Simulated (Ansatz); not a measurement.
Born–Oppenheimer molecular dynamics of CH₇BN₂ (11 atoms, charge 0, multiplicity 1). It starts from a relaxed structure.

The calculation used RKS BLYP/STO-3G in Ansatz.

```
ensemble                      : NVE (velocity Verlet)
time step                     : 0.5 fs
steps asked                   : 166
starting velocities drawn for : 1500 K
seed                          : 319044
```

First frame:

```xyz
11
Properties=species:S:1:pos:R:3
B -0.002 -0.008 -0.041
C -0.008 0.038 1.565
H -1.017 -0.133 1.987
H 0.663 -0.730 2.002
H 0.343 1.019 1.948
N 1.226 0.138 -0.750
H 1.318 0.121 -1.792
H 2.147 0.276 -0.276
N -1.221 -0.190 -0.756
H -2.147 -0.301 -0.286
H -1.301 -0.231 -1.799
```

Task: What does the run give?

Result: All steps were run.

```yaml
steps_done: 166
time_covered: 83 fs
mean_temperature_over_the_second_half: 769 K
spread_of_the_potential_energy_over_the_second_half: 13.9 meV per atom
mean_potential_energy_of_the_second_half_above_the_start: 77.9 meV per atom
```

The conserved energy stayed within 0.91 meV per atom of its start (net change 0.78 meV per atom), so the integration is sound. Over the second half the temperature averaged 0.51 of the 1500 K drawn at the start: a run that starts near a minimum puts about half its kinetic energy into the potential. A run of 0.083 ps of so small a system gives no equilibrium averages. Limits of this set-up: minimal basis.

Task: What happens to the structure?

Result: The same pairs are bonded in the first frame and the last. Pairs count as bonded within 1.25 times the sum of covalent radii (0.12 Å more for H–H). The details hang on the random start.

Task: How do temperature and energy run in time?

Result: 
```tsv
time (fs)	T (K)	potential energy less start (eV)	conserved less start (meV/atom)
0	1500	0.000	0.00
4	891	0.712	0.34
8	680	0.960	0.57
12	747	0.881	0.50
16	483	1.192	0.81
20	716	0.920	0.72
24	515	1.154	0.74
28	800	0.819	0.39
32	1094	0.477	0.35
36	892	0.714	0.61
40	970	0.622	0.49
44	725	0.909	0.72
48	828	0.789	0.58
52	730	0.901	0.47
56	568	1.091	0.60
60	841	0.773	0.56
64	620	1.032	0.75
68	591	1.066	0.79
72	926	0.674	0.58
76	995	0.590	0.27
80	906	0.694	0.31
```

The run took 3.4 min on 1 thread of Intel(R) Xeon(R) CPU @ 2.60GHz (Ice Lake) (shared host), peak memory 0.1 GiB.
